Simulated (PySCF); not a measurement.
CH5AlFN, SMILES [NH](C)[AlH][F].

The structure is a stationary point at r2SCAN-D4/def2-SVP. One conformer was computed; it need not be the lowest.

Level of theory: PySCF with r2SCAN-D4/def2-SVP.

Frequencies are harmonic and unscaled.

```csv
mode,ν (cm⁻¹),IR (km/mol),moving atoms (share of kinetic energy)
1,127,0.5,"N 29 %, H 24 %, F 20 %, C 17 %, Al 10 %"
2,145,5.2,"F 27 %, Al 23 %, H 21 %, C 16 %, N 13 %"
3,186,2.9,"H 85 %, N 9 %"
4,300,19.4,"F 25 %, C 24 %, N 22 %, H 14 %, Al 13 %"
5,484,211.6,"H 71 %, Al 18 %"
6,572,34.7,H 92 %
7,663,108.9,H 90 %
8,722,62.1,"N 35 %, Al 30 %, H 13 %, F 12 %, C 9 %"
9,878,124.8,"Al 48 %, F 43 %"
10,1072,24.0,"H 86 %, C 10 %"
11,1136,0.1,"H 75 %, C 19 %"
12,1154,103.3,"N 46 %, C 35 %, H 17 %"
13,1382,46.2,"H 66 %, N 22 %, C 11 %"
14,1447,21.7,"H 86 %, C 14 %"
15,1465,2.3,H 97 %
16,1499,4.5,H 96 %
17,1994,124.8,H 96 %
18,2984,99.0,H 97 %
19,3050,42.0,"H 90 %, C 10 %"
20,3104,22.8,"H 91 %, C 9 %"
21,3574,18.6,H 93 %
```
